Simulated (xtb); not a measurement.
Job for xtb: GFN1-xTB on HCl (SMILES Cl).

```
$ xtb mol.xyz --gfn 1 --sp --chrg 0 --uhf 0
2

Cl    -0.86779556     1.14722375     0.28731765
H     -0.15375625     0.37126615     1.02104946
```

Output:

```
[...]
           -------------------------------------------------
          |                Calculation Setup                |
           -------------------------------------------------



           -------------------------------------------------
          |                 G F N 1 - x T B                 |
           -------------------------------------------------

        Reference                      10.1021/acs.jctc.7b00118
      * Hamiltonian:
        H0-scaling (s, p, d)           1.850000    2.250000    2.000000
        zeta-weighting                 0.000000
      * Dispersion:
        s8                             2.400000
        a1                             0.630000
        a2                             5.000000
        s9                             0.000000
      * Repulsion:
        kExp                           1.500000
        rExp                           1.000000
      * Coulomb:
        alpha                          2.000000
        third order                    atomic
        anisotropic                    false
      * Halogen bond correction:
        rad-scale                      1.300000
        damping                        0.440000


          ...................................................
          :                      SETUP                      :
          :.................................................:
          :  # basis functions                  12          :
          :  # atomic orbitals                  11          :
          :  # shells                            5          :
          :  # electrons                         8          :
          :  # halogen bonds                     0          :
          :  max. iterations                   250          :
          :  Hamiltonian                  GFN1-xTB          :
          :  restarted?                      false          :
          :  GBSA solvation                  false          :
          :  PC potential                    false          :
          :  electronic temp.          300.0000000     K    :
          :  accuracy                    1.0000000          :
          :  -> integral cutoff          0.2500000E+02      :
          :  -> integral neglect         0.1000000E-07      :
          :  -> SCF convergence          0.1000000E-05 Eh   :
          :  -> wf. convergence          0.2000000E-04 e    :
          :  Broyden damping             0.4000000          :
          :  net charge                          0          :
          :  unpaired electrons                  0          :
          ...................................................

 iter      E             dE          RMSdq      gap      omega  full diag
   1     -4.7961046 -0.479610E+01  0.186E+00    8.21       0.0  T
   2     -4.7961848 -0.802044E-04  0.103E+00    8.13       1.0  T
   3     -4.7962019 -0.171282E-04  0.606E-02    8.03       1.2  T
   4     -4.7962031 -0.115971E-05  0.497E-03    8.04      14.2  T
   5     -4.7962031 -0.108170E-07  0.208E-04    8.04     339.4  T
   6     -4.7962031 -0.201528E-11  0.411E-05    8.04    1719.3  T
   7     -4.7962031 -0.434319E-12  0.156E-09    8.04  100000.0  T

   *** convergence criteria satisfied after 7 iterations ***

         #    Occupation            Energy/Eh            Energy/eV
      -------------------------------------------------------------
         1        2.0000           -0.9178426             -24.9758
         2        2.0000           -0.5669111             -15.4264
         3        2.0000           -0.4796824             -13.0528
         4        2.0000           -0.4796824             -13.0528 (HOMO)
         5                         -0.1842099              -5.0126 (LUMO)
         6                         -0.1005934              -2.7373
         7                         -0.0485776              -1.3219
         8                         -0.0485776              -1.3219
         9                         -0.0485776              -1.3219
       ...                                ...                  ...
        11                          0.3896979              10.6042
      -------------------------------------------------------------
                  HL-Gap            0.2954725 Eh            8.0402 eV
             Fermi-level           -0.3319461 Eh           -9.0327 eV

 SCC (total)                   0 d,  0 h,  0 min,  0.001 sec
 SCC setup                      ...        0 min,  0.000 sec (  6.505%)
 Dispersion                     ...        0 min,  0.000 sec (  3.208%)
 classical contributions        ...        0 min,  0.000 sec (  1.945%)
 integral evaluation            ...        0 min,  0.000 sec ( 23.521%)
 iterations                     ...        0 min,  0.001 sec ( 45.994%)
 molecular gradient             ...        0 min,  0.000 sec ( 10.163%)
 printout                       ...        0 min,  0.000 sec (  8.021%)

         :::::::::::::::::::::::::::::::::::::::::::::::::::::
         ::                     SUMMARY                     ::
         :::::::::::::::::::::::::::::::::::::::::::::::::::::
         :: total energy              -4.786334413460 Eh    ::
         :: gradient norm              0.014729479414 Eh/a0 ::
         :: HOMO-LUMO gap              8.040216171102 eV    ::
         ::.................................................::
         :: SCC energy                -4.796203068606 Eh    ::
         :: -> electrostatic           0.004511512346 Eh    ::
         :: repulsion energy           0.009987469739 Eh    ::
         :: dispersion energy         -0.000118814593 Eh    ::
         :: halogen bond corr.         0.000000000000 Eh    ::
         :: add. restraining           0.000000000000 Eh    ::
         :: total charge              -0.000000000000 e     ::
         :::::::::::::::::::::::::::::::::::::::::::::::::::::

           -------------------------------------------------
          |                Property Printout                |
           -------------------------------------------------

    * Orbital Energies and Occupations

         #    Occupation            Energy/Eh            Energy/eV
      -------------------------------------------------------------
         1        2.0000           -0.9178426             -24.9758
         2        2.0000           -0.5669111             -15.4264
         3        2.0000           -0.4796824             -13.0528
         4        2.0000           -0.4796824             -13.0528 (HOMO)
         5                         -0.1842099              -5.0126 (LUMO)
         6                         -0.1005934              -2.7373
         7                         -0.0485776              -1.3219
         8                         -0.0485776              -1.3219
         9                         -0.0485776              -1.3219
        10                         -0.0485776              -1.3219
        11                          0.3896979              10.6042
      -------------------------------------------------------------
                  HL-Gap            0.2954725 Eh            8.0402 eV
             Fermi-level           -0.3319461 Eh           -9.0327 eV

  Mulliken/CM5 charges         n(s)   n(p)   n(d)
     1Cl   -0.22022 -0.27479   1.929  5.300 -0.008
     2H     0.22022  0.27479   0.780  0.000  0.000

Wiberg/Mayer (AO) data.
largest (>0.10) Wiberg bond orders for each atom

 ---------------------------------------------------------------------------
     #   Z sym  total        # sym  WBO       # sym  WBO       # sym  WBO
 ---------------------------------------------------------------------------
     1  17 Cl   0.960 --     2 H    0.960
     2   1 H    0.960 --     1 Cl   0.960
 ---------------------------------------------------------------------------

Topologies differ in total number of bonds
Note: The following floating-point exceptions are signalling: IEEE_DENORMAL
normal termination of xtb
Writing topology from bond orders to xtbtopo.mol

 dipole moment from electron density (au)
     X       Y       Z
   0.3998  -0.4345   0.4109  total (Debye):    1.828


           -------------------------------------------------
          | TOTAL ENERGY               -4.786334413460 Eh   |
          | GRADIENT NORM               0.014729479414 Eh/α |
          | HOMO-LUMO GAP               8.040216171102 eV   |
           -------------------------------------------------

------------------------------------------------------------------------
------------------------------------------------------------------------
 total:
 SCF:
```

The run finished.

Cost: around 0.03 core-seconds (rough).
